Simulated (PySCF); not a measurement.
PySCF input (BP86/6-31G* with LANL2DZ past Ar (5d)):

```python
from pyscf import gto, dft

mol = gto.M(
    atom='''
    Cl   -0.29714400   -1.30658300    1.92445800
    Si   -0.03883600   -0.17076900    0.25152500
    Br   -1.66662600   -0.59811500   -1.17584000
    Br    1.90571500   -0.66301100   -0.66831800
    Br   -0.07922800    1.96406000    0.80881100
    ''',
    basis={'default': '6-31g*', 'Br': 'lanl2dz'},
    ecp={'Br': 'lanl2dz'},
    charge=0,
    spin=0,
    verbose=4,
)

mf = dft.RKS(mol, xc='bp86')
mf.grids.level = 3
mf.conv_tol = 1e-9
mf.max_cycle = 100
mf.max_memory = 1500
mf.kernel()
if not mf.converged:
    mf = mf.newton()
    mf.kernel(mf.make_rdm1())
mf.dip_moment()
```

Output:

```
PySCF version 2.14.0

[INPUT] verbose = 4
[INPUT] num. atoms = 5
[INPUT] num. electrons = 52
[INPUT] charge = 0
[INPUT] spin (= nelec alpha-beta = 2S) = 0
[INPUT] symmetry False subgroup None
[INPUT] Mole.unit = angstrom
[INPUT] Symbol           X                Y                Z      unit          X                Y                Z       unit  Magmom
[INPUT]  1 Cl    -0.297144000000  -1.306583000000   1.924458000000 AA   -0.561520779558  -2.469084029013   3.636698558228 Bohr   0.0
[INPUT]  2 Si    -0.038836000000  -0.170769000000   0.251525000000 AA   -0.073389403774  -0.322706640566   0.475313363481 Bohr   0.0
[INPUT]  3 Br    -1.666626000000  -0.598115000000  -1.175840000000 AA   -3.149466692079  -1.130273540994  -2.222015566309 Bohr   0.0
[INPUT]  4 Br     1.905715000000  -0.663011000000  -0.668318000000 AA    3.601279421476  -1.252909207574  -1.262937984117 Bohr   0.0
[INPUT]  5 Br    -0.079228000000   1.964060000000   0.808811000000 AA   -0.149719221397   3.711535492213   1.528431276536 Bohr   0.0

nuclear repulsion = 208.39926203204
number of shells = 28
number of NR pGTOs = 138
number of NR cGTOs = 60
basis = {'default': '6-31g*', 'Br': 'lanl2dz'}
ecp = {'Br': 'lanl2dz'}

******** <class 'pyscf.dft.rks.RKS'> ********
method = RKS
initial guess = minao
damping factor = 0
level_shift factor = 0
DIIS = <class 'pyscf.scf.diis.CDIIS'>
diis_start_cycle = 1
diis_space = 8
diis_damp = 0
SCF conv_tol = 1e-09
SCF conv_tol_grad = None
SCF max_cycles = 100
direct_scf = True
direct_scf_tol = 1e-13
XC library pyscf.dft.libxc version 7.1.2
    S. Lehtola, C. Steigemann, M. J. T. Oliveira, and M. A. L. Marques,  SoftwareX 7, 1–5 (2018)
XC functionals = bp86
    A. D. Becke,  Phys. Rev. A 38, 3098 (1988)
    J. P. Perdew,  Phys. Rev. B 33, 8822 (1986)
    J. P. Perdew,  Phys. Rev. B 34, 7406–7406 (1986)
radial grids:
    Treutler-Ahlrichs [JCP 102, 346 (1995); DOI:10.1063/1.469408] (M4) radial grids

becke partition: Becke, JCP 88, 2547 (1988); DOI:10.1063/1.454033
pruning grids: <function nwchem_prune>
grids dens level: 3
symmetrized grids: False
atomic radii adjust function: <function treutler_atomic_radii_adjust>
small_rho_cutoff = 0
Set gradient conv threshold to 3.16228e-05
Initial guess from minao.
tot grids = 99336
init E= -757.438891916067
  HOMO = 0.0216401649597096  LUMO = 0.078491584416053  gap/eV = 1.54701
cycle= 1 E= -787.971989701394  delta_E= -30.5  |g|=  1.9  |ddm|= 7.59

WARN: HOMO -0.0630554787329269 == LUMO -0.0630548640149963

cycle= 2 E= -785.502186557221  delta_E= 2.47  |g|= 2.56  |ddm|=   11
  HOMO = -0.287167791657559  LUMO = -0.133266379980302  gap/eV = 4.18787
cycle= 3 E= -789.13089879124  delta_E= -3.63  |g|= 0.955  |ddm|= 9.73
  HOMO = -0.283652465689592  LUMO = -0.122450704874673  gap/eV = 4.38652
cycle= 4 E= -789.44834723808  delta_E= -0.317  |g|= 0.273  |ddm|= 1.69
  HOMO = -0.26923789014306  LUMO = -0.0807279885963617  gap/eV = 5.12962
cycle= 5 E= -789.466065884172  delta_E= -0.0177  |g|= 0.149  |ddm|= 0.603
  HOMO = -0.28276296582972  LUMO = -0.102427152336286  gap/eV = 4.90719
cycle= 6 E= -789.473548084554  delta_E= -0.00748  |g|= 0.0167  |ddm|= 0.226
  HOMO = -0.281487199873312  LUMO = -0.101332121833334  gap/eV = 4.90227
cycle= 7 E= -789.473664559262  delta_E= -0.000116  |g|= 0.00278  |ddm|= 0.0331
  HOMO = -0.281285488852588  LUMO = -0.101009878188314  gap/eV = 4.90555
cycle= 8 E= -789.47366689204  delta_E= -2.33e-06  |g|= 0.000894  |ddm|= 0.00396
  HOMO = -0.281284317905427  LUMO = -0.101062670838736  gap/eV = 4.90408
cycle= 9 E= -789.473667178781  delta_E= -2.87e-07  |g|= 0.000182  |ddm|= 0.00162
  HOMO = -0.281276565270023  LUMO = -0.101056460865053  gap/eV = 4.90404
cycle= 10 E= -789.473667187443  delta_E= -8.66e-09  |g|= 0.000118  |ddm|= 0.000534
  HOMO = -0.281277202100985  LUMO = -0.101055789171916  gap/eV = 4.90407
cycle= 11 E= -789.473667194002  delta_E= -6.56e-09  |g|= 9.3e-06  |ddm|= 0.000238
  HOMO = -0.281277831451417  LUMO = -0.10105667559068  gap/eV = 4.90407
cycle= 12 E= -789.47366719404  delta_E= -3.75e-11  |g|= 2.34e-07  |ddm|= 1.94e-05
  HOMO = -0.281277816136808  LUMO = -0.10105668711277  gap/eV = 4.90407
Extra cycle  E= -789.47366719404  delta_E=    0  |g|= 2.45e-07  |ddm|= 6.7e-07
converged SCF energy = -789.47366719404
Dipole moment(X, Y, Z, Debye): -0.01311, -0.05770,  0.08500
```

The geometry given is a B3LYP-D3(BJ)/def2-TZVP minimum.
